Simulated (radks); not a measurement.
Question: All-electron atom: the samarium ion Sm2+ in [Xe] 4f6. Method: scalar-relativistic Kohn-Sham, PBEsol, spin-polarised, spherical densities, finite nucleus; open shells are filled with parallel spins first (spin-orbit coupling, left out, can overturn this in heavy ions); Fermi nuclear charge, rms radius 5.0819 fm; hard spherical wall at 2 bohr; computed with a radial shooting solver on a logarithmic mesh with Libxc functionals. Some entries of the table are withheld. Estimate them.

| orbital | occ. | eigenvalue (hartree) | <1/r> (bohr^-1) |
|---|---|---|---|
| 1s down | 1 | -1712.885 | 68.78 |
| 1s up | 1 | -1712.885 | 68.78 |
| 2s up | 1 | -278.7114 | 15.92 |
| 2s down | 1 | -278.7100 | 15.92 |
| 2p up | 3 | -248.5108 | 14.95 |
| 2p down | 3 | -248.5100 | 14.95 |
| 3s up | 1 | -60.00990 | 5.820 |
| 3s down | 1 | -59.93748 | 5.825 |
| 3p up | 3 | -50.56888 | 5.486 |
| 3p down | 3 | -50.49689 | 5.492 |
| 3d up | 5 | -37.76050 | 5.208 |
| 3d down | 5 | -37.70482 | 5.213 |
| 4s up | 1 | -11.08362 | 2.426 |
| 4s down | 1 | -10.90072 | 2.426 |
| 4p up | 3 | -8.01127 | 2.224 |
| 4p down | 3 | -7.82854 | 2.224 |
| 4d up | 5 | -3.70990 | 1.933 |
| 4d down | 5 | -3.52947 | 1.931 |
| 5s up | 1 | -0.53251 | 1.128 |
| 5s down | 1 | -0.41882 | 1.120 |
| 5p up | 3 | 0.53315 | 1.101 |
| 5p down | 3 | 0.63742 | 1.095 |
| 4f up | 6 | 0.92712 | 1.463 |
| 4f down | 0 | 1.09527 | 1.452 |
| 5d up | 0 | 2.25712 | (1) |
| 5d down | 0 | 2.35333 | (2) |
| 6s up | 0 | 6.38225 | (3) |
| 6s down | 0 | 6.49525 | (4) |
| 6p up | 0 | (5) | 1.297 |
| 6p down | 0 | (6) | 1.298 |

Answer: 
(1) 5d up <1/r> (bohr^-1): 1.115
(2) 5d down <1/r> (bohr^-1): 1.112
(3) 6s up <1/r> (bohr^-1): 1.277
(4) 6s down <1/r> (bohr^-1): 1.278
(5) 6p up eigenvalue (hartree): 7.62633
(6) 6p down eigenvalue (hartree): 7.74111
